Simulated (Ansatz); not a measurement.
Ansatz (a quantum-chemistry and plane-wave program) input:

Ansatz 0.2 input:
```yaml
crystal:
  periodic: [false, false, false]
  atoms:
    - {symbol: Cu, position_ang: [-0.03571283, -0.22167885, 0.14645567]}
    - {symbol: Cl, position_ang: [0.11241081, 1.51136477, -1.00961733]}
    - {symbol: O, position_ang: [-0.16108842, -1.85683623, 1.23845008]}
    - {symbol: H, position_ang: [0.15219239, -1.77130001, 2.14737479]}
    - {symbol: H, position_ang: [0.26120321, -2.63852454, 0.86130475]}
basis:
  gaussian:
    orbitals: def2-TZVP
hamiltonian:
  xc: b3lyp
  dispersion: d3bj
phonons: {temperatures: {t_min: 298.15, t_max: 298.15, t_step: 100}}
```

What final total energy does it print?

-2177.34501 Eh (B3LYP-D3(BJ)/def2-TZVP). The basis has 125 functions. The run takes about 60 core-seconds (a rough figure).
